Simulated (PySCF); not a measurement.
A small calculation by hand: chemical shift, span and skew from a shielding tensor

B(Cl)(OMe)(SH) (CH4BClOS), SMILES SB(Cl)OC. Atoms are numbered in the order given.

```xyz
9

B     -0.1345     0.1423     0.0000
Cl    -0.5278     1.8747     0.0000
O     -1.1695    -0.7290     0.0000
C     -0.9798    -2.1380     0.0000
H     -0.4208    -2.4686     0.9021
H     -1.9769    -2.6180     0.0000
H     -0.4208    -2.4686    -0.9021
S      1.5968    -0.4475     0.0000
H      2.1487     0.7947     0.0000
```

Geometry: PBE-D3(BJ)/def2-SVP. This is a generated structure with no PubChem entry under its InChIKey; it may be hypothetical. Other conformers were not sampled.

GIAO shieldings from PBE/pcSseg-1 (PySCF), non-relativistic, no solvent. The symmetric part of the tensor of C4 has the principal values 90.8, 93.1, 176.8 ppm. The same nucleus in TMS has σ = 182.0 ppm at this level (PySCF, at its B3LYP-D3(BJ)/def2-TZVP geometry). Without spin–orbit terms, shifts of atoms bonded to Cl or Br come out too high.

Problem. Work out the isotropic shielding, the ¹³C shift against TMS, the span and the skew.

Solution. 
σ(iso) = (σ11 + σ22 + σ33)/3 = 120.2 ppm. δ = σ(ref) − σ(iso) = 182.0 − (120.2) = 61.8 ppm.
Span Ω = σ33 − σ11 = 86.0 ppm. Skew κ = 3(σ(iso) − σ22)/Ω = 0.95. Tumbling in solution averages the tensor to δ; in a static solid the shielding alone would spread this spin-1/2 line over Ω.
